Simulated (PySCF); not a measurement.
Gas-phase reaction: 3 Ga(CH₃)₃ ⇌ 3 GaH₃ + 2 C₂H₅ + C₅H₈ (cyclic)

Computed with PySCF and rigid-rotor harmonic-oscillator thermochemistry at 1 bar. † marks an energy on the PBE0/def2-TZVP geometry and frequencies. CCSD(T) freezes the core. Open shells (unrestricted): C₂H₅ (multiplicity 2); the rest are closed-shell singlets. Ga: all electrons, no relativistic terms. GaH₃: computed as isolated molecules; such fragments, hydroxides, amides, oligomers or adducts are transient or little studied in the gas. CCSD(T) isn't extrapolated to the basis-set limit.

```json
[
 {"level": "CCSD(T)/def2-SVP†", "ΔH°(298 K), kJ": "655"},
 {"level": "HF/def2-TZVP†", "ΔH°(298 K), kJ": "510"},
 {"level": "PBE0/def2-SVP†", "ΔH°(298 K), kJ": "[?]"},
 {"level": "r2SCAN/def2-TZVP†", "ΔH°(298 K), kJ": "[?]"},
 {"level": "ωB97M-V/def2-TZVP†", "ΔH°(298 K), kJ": "738"}
]
```

Some entries are withheld; supply them.


- PBE0/def2-SVP†, ΔH°(298 K), kJ: 693
- r2SCAN/def2-TZVP†, ΔH°(298 K), kJ: 717
